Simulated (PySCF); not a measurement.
A species of formula C2H8OSn has this rotational fingerprint, computed with PBE0-D3(BJ)/def2-SVP geometry optimisation, gas phase, def2 core potentials past Kr in PySCF 2.14.0:

- Rotational constants: A = 8913, B = 2370, C = 1979 MHz
- Dipole components: |μa| = 1.29 D, |μb| = 0.86 D, |μc| = 0.02 D
- Inertial defect: -14.55 u·Å²
- κ: -0.89

Problem. Which structure is it? (One computed conformer of each.)
A. Sn(OEt)H3 (`[H][Sn]([H])([H])[O]CC`)
B. SnH2Me(OMe), `[H][Sn]([H])([CH3])[O]C`

Solution. B. It is [H][Sn]([H])([CH3])[O]C, an asymmetric top. The candidates at the same level (rigid rotor, commonest isotopes):

```csv
SMILES,A (MHz),B (MHz),C (MHz),μa (D),μb (D),μc (D),Δ (u·Å²),point group,rotor
[H][Sn]([H])([H])[O]CC,22199,1399,1367,1.08,1.07,0.00,-14.46,Cs,near-prolate asymmetric top
[H][Sn]([H])([CH3])[O]C,8913,2370,1979,1.29,0.86,0.02,-14.55,near Cs,asymmetric top
```

`[H][Sn]([H])([H])[O]CC` has A 149 % too high. No structure here is proved a minimum.
